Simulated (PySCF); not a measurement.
C2H6F2OSi, SMILES COC(F)([SiH3])F.

Geometry: B3LYP-D3(BJ)/def2-SVP. The structure was generated by enumeration, and PubChem lists no compound with its InChIKey, so it may never have been made. Other conformers were not sampled.

These are PySCF with r2SCAN/def2-TZVP values and carry that method's errors.

The molecule is in vacuum.

```
Property                                                                                                        Value
---------------------------------------------------------------------------------------------  ----------------------
total energy                                                                                       -644.17730 hartree
highest occupied level                                                                                       -7.66 eV
lowest empty level                                                                                            0.07 eV
orbital gap                                                                                                   7.72 eV
dipole moment                                                                                                  1.15 D
quadrupole, principal values (traceless, Buckingham form, about the centre of nuclear charge)  -4.77, -4.15, 8.92 D·Å
mean static polarisability                                                                       58.1 bohr³ (8.61 Å³)
polarisability, principal values                                                               52.5, 53.3, 68.5 bohr³
```
